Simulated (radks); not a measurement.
Effect of the nuclear size on the gold ion Au3+, [Xe] 4f14 5d8. Method: Dirac Kohn-Sham, PBE, spin-unpolarised, spherical densities, finite nucleus; open shells are shared between the two j in proportion to 2j + 1; Fermi nuclear charge, rms radius 5.4371 fm; computed with a radial shooting solver on a logarithmic mesh with Libxc functionals. The rms radius is varied about that value; shifts are against it.

\begin{tabular}{lrrrrrrrrr}
rms radius (fm) & total energy shift (eV) & density at nucleus (e/bohr^3) & 1s1/2 shift (meV) & 2s1/2 shift (meV) & 5s1/2 shift (meV) & 5p1/2 shift (meV) & 5d5/2 shift (meV) & 6s1/2 (empty) shift (meV) & 6p1/2 (empty) shift (meV) \\ \hline
4.6378 & -26.6 & 2.284e+06 & -10700 & -1580 & -18.1 & -0.350 & 0.251 & -2.80 & -0.123 \\
5.1326 & -10.4 & 2.193e+06 & -4190 & -619 & -7.10 & -0.138 & 0.098 & -1.10 & -0.048 \\
5.4371 & 0 & 2.143e+06 & 0.000 & 0.000 & 0.000 & 0.000 & 0.000 & 0.000 & 0.000 \\
5.8123 & 13.4 & 2.087e+06 & 5360 & 791 & 9.08 & 0.177 & -0.126 & 1.40 & 0.062 \\
6.3451 & 33.2 & 2.015e+06 & 13300 & 1970 & 22.6 & 0.443 & -0.313 & 3.49 & 0.154 \\
\end{tabular}

Slopes of the eigenvalues against <r^2> in GHz/fm^2, as finite differences over the two radii next to the reference (eigenvalue slopes, not the field-shift constants of lines): 1s1/2 310000, 2s1/2 45800, 5s1/2 526, 5p1/2 10.2, 5d5/2 -7.29, 6s1/2 (empty) 81.3, 6p1/2 (empty) 3.59.
